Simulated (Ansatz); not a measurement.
Ansatz (a program for electronic structure) input (wB97X-V/def2-TZVPD):

Ansatz 0.2 input:
```yaml
crystal:
  periodic: [false, false, false]
  atoms:
    - {symbol: C, position_ang: [-2.33644108, 0.67506211, -0.79480960]}
    - {symbol: C, position_ang: [-1.88190936, -0.54481556, 0.00149665]}
    - {symbol: N, position_ang: [-0.81103535, -0.26875599, 0.95008741]}
    - {symbol: Si, position_ang: [0.84526570, -0.64407837, 0.75708650]}
    - {symbol: O, position_ang: [1.80457364, 0.47487526, 0.01528008]}
    - {symbol: C, position_ang: [1.68504097, 0.84773098, -1.34408078]}
    - {symbol: H, position_ang: [-1.51466797, 1.08189728, -1.38652790]}
    - {symbol: H, position_ang: [-3.15371761, 0.41615073, -1.47232555]}
    - {symbol: H, position_ang: [-2.69086847, 1.46408598, -0.12736840]}
    - {symbol: H, position_ang: [-1.52827880, -1.31945085, -0.68323849]}
    - {symbol: H, position_ang: [-2.74017967, -0.97372764, 0.52980322]}
    - {symbol: H, position_ang: [-1.08409766, 0.36233977, 1.68908732]}
    - {symbol: H, position_ang: [0.87244329, -1.88282981, -0.05994348]}
    - {symbol: H, position_ang: [1.45750067, -0.77984741, 2.09127097]}
    - {symbol: H, position_ang: [2.60273967, 1.35388256, -1.64492254]}
    - {symbol: H, position_ang: [0.84497855, 1.53332169, -1.49101570]}
    - {symbol: H, position_ang: [1.54094325, -0.02430046, -1.99252045]}
basis:
  gaussian:
    orbitals: def2-TZVPD
hamiltonian:
  xc: {name: wB97X-V}
total_charge: 1
magnetization: {spin_polarized: true, initial_magnetization: 1}
```

End of the output:

```
integrals: 0.50 GiB planned
1730 factors; their error is unknown
integrals: 0.54 GiB planned
691 factors; integrals over basis functions are off by at most 6.9e-6 eV
0.59 GiB of the device are held for the grids
2.90 GiB of device memory are held for the factors and their scratch space
mean field: 3.83 GiB planned
mean field evaluation 1: about -14679.8848 eV, gradient 6.2e1 eV
mean field evaluation 2: about -14674.6186 eV, gradient 7.4e1 eV
mean field evaluation 4: about -14696.9778 eV, gradient 5.7e0 eV
mean field evaluation 8: about -14697.4231 eV, gradient 4.4e-1 eV
mean field evaluation 16: about -14697.4183 eV, gradient 1.8e-2 eV
mean field -14697.41829436 eV, -540.1201600496 hartree, gradient 4.8e-5 eV, S^2 0.755593; 0 other end points of the search recorded, 0 dependent functions left out
reference -14697.41829166 eV, -540.1201599505 hartree; 29, 28 occupied and 301, 302 virtual orbitals, 1730 factors
Total energy: -14697.41829166 eV, -540.1201599505 hartree
```

This state (charge 1, doublet) is run at the relaxed geometry of the species with charge 0 and multiplicity 1.
